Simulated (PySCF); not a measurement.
Simulated Si 2p region for `C[SiH](O)O`, binding energy against the vacuum level.

Every computed line was given a Gaussian of 1.0 eV full width at half maximum and an area set by the number of equivalent atoms (split 2:1 within a doublet); the highest printed point is 100. The calculation used delta-SCF UKS SCAN, pcX-2 on the ionised atom, pcseg-1 elsewhere, spin-free X2C (PySCF 2.14.0).

(binding energy (eV), intensity): (106.1, 0), (106.2, 1), (106.3, 1), (106.4, 3), (106.5, 5), (106.6, 8), (106.7, 13), (106.8, 20), (106.9, 29), (107.0, 41), (107.1, 53), (107.2, 66), (107.3, 79), (107.4, 89), (107.5, 96), (107.6, 100), (107.7, 100), (107.8, 97), (107.9, 91), (108.0, 83), (108.1, 74), (108.2, 64), (108.3, 54), (108.4, 44), (108.5, 35), (108.6, 27), (108.7, 19), (108.8, 13), (108.9, 9), (109.0, 6), (109.1, 3), (109.2, 2), (109.3, 1), (109.4, 1), (109.5, 0), (109.6, 0)

Q: Count the maxima, the lines and the sites behind this envelope.

A: The curve has 1 maximum (at 107.6 eV). Under it lie 2 lines from 1 inequivalent silicon site, drawn as a 2p3/2, 2p1/2 pair. At this width some lines have no maximum of their own.

Q: Decompose the envelope and assign each component. Numbering: `[CH3:1][SiH:2]([OH:3])[OH:4]`.

A: 
| position (eV) | relative area | line | atoms | environment |
| --- | --- | --- | --- | --- |
| 107.52 | 0.67 | Si 2p3/2 | Si2 | oxygen-bound silicon |
| 108.14 | 0.33 | Si 2p1/2 | Si2 | oxygen-bound silicon |

Q: What are the centre and the root-mean-square width of the whole band?

A: The area-weighted mean of the lines is 107.73 eV. Their own spread about it is 0.29 eV (rms) and each Gaussian has σ = 1.0/2.355 = 0.42 eV; the variances add, which gives 0.52 eV.

The curve has no shake-up lines and no vibrational structure. Spin–orbit coupling isn't in the SCF: each 2p doublet comes from a relaxed spin-free hole plus a matrix of the shell (mean-field spin–orbit coupling and the ground-state 2p splitting), with 2p3/2 averaged over its two sublevels. 2p1/2 minus 2p3/2 (ligand field included): Si 0.63 eV. Geometry: PBE0-D3(BJ)/def2-SVP, one conformer, isolated molecule.

Shape of the structure used: `[CH3:1][SiH:2]([OH:3])[OH:4]`: H–O3–Si2–C1 -170°, H–O4–Si2–C1 164°.
